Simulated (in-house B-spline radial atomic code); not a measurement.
How numerical settings move a run on Sb³⁺, [Kr] 4d10 5s2. Computed with a B-spline radial code for spherical atoms: non-relativistic M06-2X, spherical fractional occupations, point nucleus.

Command:
```bash
python run_scf.py task.json out
```
Settings of the sound reference run:
```
Z                51
electrons        48
configuration    [Kr] 4d10 5s2
hamiltonian      nr
method           m062x
spin_polarised   False
knot_spacing     0.22
spline_order     8
gauss_points     12
box_radius       16.22
max_iterations   70
damping          0.5
damped_steps     3
diis_vectors     10
tolerance        1e-08
start            Thomas-Fermi
```

Cost of the run: 0.38 s on 1 thread of Arm Neoverse N1, with other jobs on the host.

It converges in 9 iterations to -6314.578755 hartree, with 5s at -39.0725 eV. The other runs change the listed settings, some to values that make no sense; their results aren't properties of the atom or ion. Radii are in bohr (the nuclear one in fm), a minus after a letter asks for a j subshell, and «unchanged» means within 1e-8 hartree. The run stops when the residual is below 10 × tolerance × max(1, Z/10), or a noise floor if that is larger, and the energy moves by less than 1e-8 × √|E| hartree; so very loose and very tight tolerances often act alike.

```tsv
changed settings	outcome
damping = 0.8	converged in 9 iterations, energy unchanged, 5s level -8.3e-07 eV
gauss_points = 6, first_knot = 1.96e-05, max_iterations = 50, damped_steps = 0	converged in 6 iterations, energy +1.06e-04 hartree from the reference, 5s level -5.3e-03 eV
tolerance = 1e-06	converged in 6 iterations, energy +1.80e-08 hartree from the reference, 5s level +4.2e-04 eV
gauss_points = 4	converged in 9 iterations, energy -1.34e-04 hartree from the reference, 5s level +4.5e-05 eV
gauss_points = 16	converged in 9 iterations, energy unchanged
spline_order = 10, gauss_points = 8, max_iterations = 100	converged in 9 iterations, energy +5.46e-04 hartree from the reference, 5s level -7.2e-03 eV
gauss_points = 3	converged in 8 iterations, energy -1.08e+06 hartree from the reference, 5s level -1.1e+02 eV
gauss_points = 5	converged in 9 iterations, energy +1.04e-05 hartree from the reference, 5s level -1.4e-05 eV
gauss_points = 5, box_radius = 8.11, max_iterations = 50, tolerance = 1e-06	converged in 6 iterations, energy +4.06e-06 hartree from the reference, 5s level +1.6e-03 eV (the program warns: 5s reaches the box edge)
damping = 0.2	converged in 8 iterations, energy unchanged, 5s level +7.5e-07 eV
```

Task: What happens with damping = 0?

Result: Converged in 8 iterations, energy unchanged, 5s level +1.2e-06 eV.

Task: What happens with box_radius = 0.65, first_knot = 0.0196, max_iterations = 60?

Result: Converged in 7 iterations, energy +9.26e+02 hartree from the reference, 5s level +3.6e+03 eV (the program warns: 5s has a positive eigenvalue: unbound, held by the box; 3d has a positive eigenvalue: unbound, held by the box).

Task: What happens with damping = 0.95?

Result: Converged in 9 iterations, energy unchanged, 5s level -1.3e-06 eV.

Task: What happens with hamiltonian = dirac, method = hf, nucleus = fermi, rms_radius = 4.6802, mass_number = 121, atomic_mass = 120.9038, speed_of_light = 56.11624?

Result: Converged in 10 iterations to -8046.2084 hartree, a different physical problem.
